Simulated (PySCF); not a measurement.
## Electron correlation in Bi³⁺ (bismuth, charge +3)

[Xe] 4f14 5d10 6s2, closed-shell 1S. Calculation: PySCF 2.14, in aug-cc-pVDZ-PP with ECP60MDF (5s4p3d, 32 functions); a scalar-relativistic core potential. Frozen: 5s2 5p6 5d10; 2 electrons correlated.

With two correlated electrons CCSD is exact within the correlated space (frozen core and kept virtual orbitals).

| level | correlation energy (mhartree) |
| --- | --- |
| CCSD | -25.05 |

Diagnostics: T1 = 0.00089, D1 = 0.0013, largest double amplitude 0.077.

**Question.** Is a single reference adequate?

**Answer.** Mostly. T1 lies below 0.03, but a double amplitude of this size points to a near-degeneracy that CCSD handles and MP2 describes poorly.
